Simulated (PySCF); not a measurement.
**Xe(51+): ionisation energy**

Xe(51+) [He] 2s1 (2S) → Xe(52+) 1s2 (1S), as a difference of total energies. Calculation: PySCF 2.14, in an uncontracted even-tempered set (17 s from 27 bohr⁻², ratio 2.2; 8 p from 40 bohr⁻², ratio 2.4; 5 d from 120 bohr⁻², ratio 2.4; 5 f from 180 bohr⁻², ratio 2.4; 4 g from 270 bohr⁻², ratio 2.4); the non-relativistic Hamiltonian (point nucleus). Correlated levels: nothing frozen; virtual orbitals above 40 to 60 times the deepest correlated orbital energy dropped. The calculations carry no spin-orbit coupling.

```tsv
method	ionisation energy (eV)
UHF	9340.6
LDA	9333.9
PBE	9345.1
PBE0	9344.1
r2SCAN	9337.7
B97-3	9341.0
BLYP	9345.3
MP2 (all electrons)	9340.8
SCS-MP2 (all electrons)	9340.8
```

The gap to the reference is mostly relativistic.

For comparison: 9810.4 eV (theoretical estimate listed by NIST; NIST Atomic Spectra Database, ionization energies).
